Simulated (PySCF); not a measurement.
Compound: N-methyldiacetamide, C5H9NO2.
Z-matrix (Å and degrees, PBE0-D3(BJ)/def2-SVP geometry), rows numbered from 1:
```
C 
C   1  1.5100
O   2  1.2096  1  120.82
N   2  1.3979  1  115.93  3  -179.86
C   4  1.4549  2  119.85  1     1.35
C   4  1.4180  2  124.23  1  -178.80
C   6  1.5000  4  119.61  2     0.75
O   6  1.2098  4  119.24  2  -179.42
H   1  1.1001  2  111.40  3   116.97
H   1  1.0955  2  107.30  3    -2.56
H   1  1.0999  2  112.02  3  -122.77
H   5  1.0997  4  111.50  2   -63.29
H   5  1.0948  4  107.13  2   177.74
H   5  1.0991  4  111.37  2    58.64
H   7  1.0973  6  111.71  4    56.98
H   7  1.0980  6  111.23  4   -60.81
H   7  1.0964  6  106.56  4   178.44
```

Linear response at CAM-B3LYP/def2-SVPD (PySCF, frozen core in the response, non-relativistic).

Static isotropic polarisability: 74.70 au (11.07 Å³), principal values 53.9, 81.6, 88.6 au.

Task: What is the polarisability at 1064 nm and at the sodium D line?

Result: 75.28 au at 1064 nm (+0.8 %), 76.68 au at 589.3 nm (+2.6 %). The rise at 589.3 nm is 3.38 times that at 1064 nm; a pure ω² law gives 3.26. The lowest singlet lies at 241 nm, shorter than both wavelengths.

Task: What is the isotropic C6 coefficient between two such molecules, C6 = (3/π)∫α(iω)² dω?

Result: 2498 au (Eh·bohr⁶) by a ten-point quadrature over imaginary frequencies, which is 1490 eV·Å⁶ or 144 J·nm⁶/mol.

Task: Which effective excitation energy ω̄ makes London's formula C6 = (3/4)α²ω̄ exact here?

Result: ω̄ = 4·C6/(3α²) = 0.597 Eh = 16.2 eV. A one-pole form α(ω) = α/(1 − ω²/ω̄²) fitted to the 1064 nm value gives 13.2 eV.

Task: How anisotropic is the static polarisability, by Δα² = ½[(α1 − α2)² + (α2 − α3)² + (α3 − α1)²]?

Result: Δα = 31.8 au, or 0.43 of the isotropic value.

Task: What n − 1 at the D line would an ideal gas of it have at 273.15 K and 1 atm (2.6868 × 10¹⁹ cm⁻³), by n − 1 = 2π·N·α′?

Result: 19.18 × 10⁻⁴, a formal value whether or not that pressure can be reached.

Task: The lowest 6 singlets have (eV, f): 5.15, 0.001; 5.36, 0.000; 6.49, 0.255; 7.32, 0.013; 7.35, 0.019; 7.61, 0.005. What share of the static polarisability do they carry in the sum over states α = Σ f/ω²?

Result: 5.03 au, 6.7 % of α; the largest term, 4.49 au, is that of the state at 6.49 eV. Their oscillator strengths add up to 0.29. Higher states carry the rest.

Task: What molar refraction at the D line follows from R = (4π/3)·N_A·α′, with α′ the polarisability volume?

Result: α′ = 11.36 Å³ gives R = 28.66 cm³/mol, for isolated, non-vibrating species.

Time: 40 s; peak memory 1.2 GiB. Hardware: an AMD EPYC 9R14 with one thread, no GPU (shared host). This is the whole response run at CAM-B3LYP/def2-SVPD, SCF included.

One conformer stands for the species.
